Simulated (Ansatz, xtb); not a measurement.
**BFH2N2: which of two structures lies lower**

Structure X: a singlet given by its coordinates. Structure Y: a singlet given by its coordinates. Both are isolated molecules in the gas phase, relaxed with PBE0-D3(BJ)/pcseg-1.

X (Å):

```csv
atom,x (Å),y (Å),z (Å)
B,-0.8526,-0.4469,0.0158
F,-2.1004,-0.8443,-0.0292
N,0.3320,-0.4495,0.7688
N,0.1682,0.2281,-0.6720
H,0.6291,-0.3006,-1.4168
H,0.8751,-1.3161,0.7436
```

Close contacts (Å): B1–F2 1.31, B1–N3 1.40, B1–N4 1.40, N3–N4 1.60, N3–H6 1.02, N4–H5 1.02.

Y (Å):

```xyz
6

B    -0.5810   -1.8191    1.3060
F    -1.6739   -1.5665    0.6308
N     0.3261   -1.3363    2.2571
N     0.4395   -2.7473    1.5457
H     1.1196   -0.7749    1.9513
H     0.3079   -3.4616    2.2605
```

Close contacts (Å): B1–F2 1.31, B1–N3 1.40, B1–N4 1.40, N3–N4 1.58, N3–H5 1.02, N4–H6 1.02.

Estimate E(Y) − E(X) at the level CCSD(T)/def2-TZVPP.

Calculated at CCSD(T)/def2-TZVPP: E(Y) − E(X) = −5.9 kcal/mol, so structure Y lies lower.

Level by level:

```
              level             geometry  E(Y) − E(X) (kcal/mol)  departure from the last row (kcal/mol)  job, with rough time for the two
PBE0-D3(BJ)/pcseg-1  PBE0-D3(BJ)/pcseg-1                      −6.7                                    −0.7                optimisation, 19 s
      HF/def2-TZVPP  PBE0-D3(BJ)/pcseg-1                      −6.0                                    −0.1           part of the CCSD(T) run
     MP2/def2-TZVPP  PBE0-D3(BJ)/pcseg-1                      −6.2                                    −0.3           part of the CCSD(T) run
 CCSD(T)/def2-TZVPP  PBE0-D3(BJ)/pcseg-1                      −5.9                                                        single point, 82 s
```

None of the levels shown reverses the order. The largest departure from CCSD(T)/def2-TZVPP is that of PBE0-D3(BJ)/pcseg-1, 0.7 kcal/mol. Levels run at GFN2-xTB geometries aren't shown.

With harmonic frequencies from PBE0-D3(BJ)/pcseg-1 (ideal gas, rigid rotor, one conformer each, 298.15 K, 1 atm): on the last row, ΔE + ΔZPE = −5.4, ΔH = −5.5, ΔG = −4.9 kcal/mol.

The correlated steps freeze 4 core orbitals. Mirror images aren't counted in ΔG. Run with Ansatz 0.2.0; the last row on 1 thread of Arm Neoverse V2 on a shared host.
